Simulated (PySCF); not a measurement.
**How methods differ on the ionisation energy of In(2+)**

In(2+) [Kr] 4d10 5s1 [5s1/2^1, M_J = 1/2] → In(3+) [Kr] 4d10, as a difference of total energies. All numbers are calculated (PySCF 2.14, the two-component X2C-1e Hamiltonian, in x2c-QZVPPall-2c). Correlated levels: [Ar] 3d10 frozen; the 32 highest virtual spinors dropped. "Screened" scales the spin-orbit matrix elements by Boettger's factors to mimic the two-electron term; Breit and QED terms are absent.

```json
{"method": "GHF (spin-free)", "ionisation energy (eV)": "26.628"}
{"method": "GMP2 (spin-free)", "ionisation energy (eV)": "28.068"}
{"method": "GHF (screened spin-orbit)", "ionisation energy (eV)": "26.630"}
{"method": "GMP2 (screened spin-orbit)", "ionisation energy (eV)": "28.070"}
```

Problem. How much does correlation contribute at GMP2 (screened spin-orbit)?

Solution. 28.070 − (26.630) = 1.440 eV, measured against GHF (screened spin-orbit).

For comparison: 28.044 eV (measured; NIST Atomic Spectra Database, ionization energies).
